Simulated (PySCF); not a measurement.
Job file and geometry (Å, from GFN2-xTB) of an NMR shielding run on `CCP(CC)CC`, C6H15P, GIAO PBE0/pcSseg-1 NMR shielding, non-relativistic, gas phase in PySCF 2.14.0, density-fitted response routines; density fitting, a coarse starting grid and PySCF grid level 2 are the driver's defaults:

```
$ OMP_NUM_THREADS=1 python probes_run.py task.json out

{"job": {"kind": "nmr", "xc": "PBE0", "basis": "pcSseg-1"}, "charge": 0, "multiplicity": 1}
C     -1.603856    -2.265110     0.330970
C     -0.268504    -1.547444     0.474271
P     -0.129222    -0.081077    -0.673277
C      1.553861     0.512546    -0.124334
C      2.680450    -0.317385    -0.724860
C     -1.159140     1.118848     0.319777
C     -1.214806     2.497914    -0.323352
H     -2.427190    -1.622389     0.634569
H     -1.765670    -2.559119    -0.704073
H     -1.625149    -3.159819     0.951280
H     -0.113202    -1.222990     1.507930
H      0.537450    -2.236442     0.208617
H      1.652274     1.546900    -0.463968
H      1.609413     0.505245     0.968660
H      2.601145    -0.332645    -1.809864
H      2.643079    -1.343762    -0.366500
H      3.648938     0.101614    -0.456098
H     -2.170256     0.706192     0.367143
H     -0.768553     1.184290     1.340044
H     -0.230302     2.960085    -0.341411
H     -1.886541     3.151497     0.231042
H     -1.574630     2.422436    -1.347417
```

Task: Write the output of this run.

Result: 
```
coarse grid: 17440 points
cycle   1  E = -578.4485337916  dE =  3.603e-01  |g| = 4.748e-01  |ddm| = 3.968e+00
cycle   2  E = -578.4365565562  dE =  1.198e-02  |g| = 5.297e-01  |ddm| = 8.654e-01
cycle   3  E = -578.5097340446  dE = -7.318e-02  |g| = 2.902e-02  |ddm| = 4.522e-01
cycle   4  E = -578.5098820836  dE = -1.480e-04  |g| = 1.764e-02  |ddm| = 6.472e-02
cycle   5  E = -578.5099610284  dE = -7.894e-05  |g| = 3.045e-03  |ddm| = 2.167e-02
cycle   6  E = -578.5099629614  dE = -1.933e-06  |g| = 6.158e-04  |ddm| = 2.437e-03
final grid: 159760 points
cycle   7  E = -578.5545149418  dE = -5.598e-05  |g| = 1.103e-02  |ddm| = 4.202e-02
cycle   8  E = -578.5545036634  dE =  1.128e-05  |g| = 1.296e-02  |ddm| = 1.925e-02
cycle   9  E = -578.5545462778  dE = -4.261e-05  |g| = 4.880e-04  |ddm| = 1.093e-02
cycle  10  E = -578.5545463268  dE = -4.901e-08  |g| = 2.278e-04  |ddm| = 8.553e-04
cycle  11  E = -578.5545463397  dE = -1.285e-08  |g| = 3.572e-05  |ddm| = 2.358e-04
cycle  12  E = -578.5545463399  dE = -2.847e-10  |g| = 1.035e-05  |ddm| = 5.202e-05
converged SCF energy = -578.5545463399

GIAO shielding tensors (ppm)
atom      isotropic    diamagn.    paramagn.     s11        s22        s33       span
  0 C      174.553     246.623     -72.070    162.434    173.277    187.947     25.513
  1 C      159.120     255.844     -96.724    140.980    161.958    174.422     33.442
  2 P      356.382     969.813    -613.431    353.926    354.158    361.061      7.135
  3 C      159.141     255.848     -96.707    141.016    161.973    174.436     33.420
  4 C      174.548     246.630     -72.082    162.418    173.281    187.943     25.525
  5 C      159.139     255.842     -96.703    141.012    161.959    174.448     33.436
  6 C      174.549     246.639     -72.090    162.428    173.286    187.933     25.505
  7 H       30.687      31.011      -0.324     25.077     30.851     36.134     11.056
  8 H       30.686      29.970       0.715     26.051     28.823     37.184     11.133
  9 H       30.299      28.154       2.145     25.077     27.348     38.472     13.395
 10 H       30.761      34.932      -4.172     26.830     30.304     35.148      8.318
 11 H       30.047      34.133      -4.087     23.835     30.932     35.372     11.537
 12 H       30.046      34.132      -4.086     23.831     30.933     35.375     11.544
 13 H       30.762      34.933      -4.171     26.834     30.303     35.148      8.315
 14 H       30.688      29.979       0.709     26.050     28.835     37.181     11.131
 15 H       30.684      31.006      -0.322     25.076     30.841     36.136     11.060
 16 H       30.298      28.155       2.143     25.077     27.348     38.470     13.394
 17 H       30.046      34.130      -4.084     23.833     30.930     35.375     11.542
 18 H       30.761      34.931      -4.169     26.830     30.303     35.151      8.321
 19 H       30.686      31.011      -0.326     25.075     30.849     36.133     11.058
 20 H       30.299      28.155       2.144     25.079     27.347     38.470     13.391
 21 H       30.686      29.976       0.710     26.047     28.830     37.181     11.133
```

Task: Turn these shieldings into chemical shifts. Scale: 13C (σ = 186.93 ppm) and 1H (σ = 31.72 ppm) against TMS; H3PO4 for 31P (σ = 318.38 ppm) (reference shieldings calculated alike).

Result: Averaging equivalent atoms: C 1/3/5: 27.8; C 0/4/6: 12.4; P 2: -38.0; H 10/11/12/13/17/18: 1.31; H 7/8/9/14/15/16/19/20/21: 1.16 ppm. Experimental scales use liquid or dissolved standards, which lie at an offset from isolated H3PO4.

Size and cost of the density-fitted run: 201 basis functions, 54 s wall time on 1 thread of an x86-64 server CPU, shared host.
